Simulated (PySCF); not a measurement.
# C₆ coefficients of unlike pairs at MN15

Calculated with PySCF 2.14 from the dipole response of each species, C₆(A,B) = (3/π) ∫ α_A(iu) α_B(iu) du, in atomic units, from isotropic polarisabilities. For ions this is the dispersion term alone; charge-induced terms of lower order in 1/R come first.

```csv
species,configuration,basis,relativity,α (bohr³),C₆ (like pair)
Be,[He] 2s2 (1S),aug-cc-pVTZ-DK (5s4p3d2f),spin-free X2C,44.55,258.6
N³⁺,[He] 2s2 (1S),aug-cc-pCVQZ-DK (9s8p6d4f2g),spin-free X2C,2.091,1.975
Ar,[Ar] (1S),"aug-cc-pV(T+d)Z with one added diffuse shell each of s, p, d, f type (7s6p5d3f)",none,11.24,64.21
Br⁺,[Ar] 3d10 4s2 4p4 (3P),aug-cc-pwCVTZ-PP with ECP10MDF (8s7p6d4f1g),core potential,12.90,79.92
```

Estimate C₆ for Br⁺ with Ar.

The integral gives 71.58. The combination rule 2 C_A C_B / (C_A α_B/α_A + C_B α_A/α_B) gives 71.61 and the geometric mean 71.64.

No spin-orbit coupling is included.

The other pairs:

```csv
pair,C₆
"Ar, N³⁺",11.24
"Br⁺, N³⁺",12.56
"N³⁺, Be",18.90
"Ar, Be",104.4
"Br⁺, Be",118.5
```
